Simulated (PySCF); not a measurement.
## TcO₂⁺, triplet: molecular constants

Computed with PySCF, UPBE0, basis Tc def2-TZVP with ECP28, O def2-TZVP (scalar-relativistic core potentials, no spin–orbit coupling, density fitting).

The structure is a minimum.

```xyz
3
charge 1 multiplicity 3, angstrom
Tc   -0.2055    0.0000    0.0000
O     0.6346    0.0000    1.4030
O     0.6346    0.0000   -1.4030
```

| Item | Value |
| --- | --- |
| Point group | C2v |
| Bond lengths | Tc–O 1.635 Å (×2) |
| Bond angles | O–Tc–O 118.2° |
| Heat capacity Cp at 298.15 K | 42.8 J/(mol K) |
| Highest occupied level (α) | -15.08 eV |
| Principal quadrupole moments (Buckingham, traceless) about the centre of mass | -3.86, 0.98, 2.88 D Å |
| Principal polarisabilities | 20.3, 22.7, 41.9 bohr³ |
| Entropy at 298.15 K and 1 bar (electronic part: spin only) | 275.1 J/(mol K) |
| Enthalpy at 298.15 K above 0 K | 11.13 kJ/mol |
| Rotational symmetry number | 2 |
| Rotational constants | 0.9882, 0.2677, 0.2107 cm⁻¹ |
| Lowest empty level (α) | -11.18 eV |
| Zero-point energy | 14.7 kJ/mol |
| Spin squared ⟨S²⟩ | 2.005 |
| Dipole moment about the centre of mass | 3.95 D |

Harmonic modes (masses in u: Tc 98.907, O 15.995):
```
symmetry  ω (cm⁻¹)  IR (km/mol)  μ (u)
      a1       310          4.3  18.41
      b2      1030          185  19.07
      a1      1112          9.2  17.26
```

In C2v the vibrations span 2a1 + b2. Here b1 is antisymmetric to the molecular plane and b2 lies in it.

Charges (e):
| atom | Mulliken | Löwdin | polar tensor | spin (Mulliken) | Mayer order to Tc1 |
| --- | --- | --- | --- | --- | --- |
| Tc1 | 1.68 | 1.19 | 1.97 | 1.70 | – |
| O2,3 | -0.34 | -0.09 | -0.48 | 0.15 | 2.04 |
Other Mayer orders above 0.3: O–O 0.35.

Mulliken populations on Tc1 (electrons outside its core potential): s 2.16, p 6.11, d 5.00, f 0.05.

Formally Tc is in oxidation state +5, d2, with 2 unpaired electrons (the high-spin count). The Mulliken spin on Tc is 1.70. The polar-tensor charge on Tc, 1.97, is far below the formal one.

Other isomers or separated fragments may lie lower. With open d or f shells other occupations or spin states may lie lower.

The final relaxation and frequency run took about 90 core-seconds on a shared host.
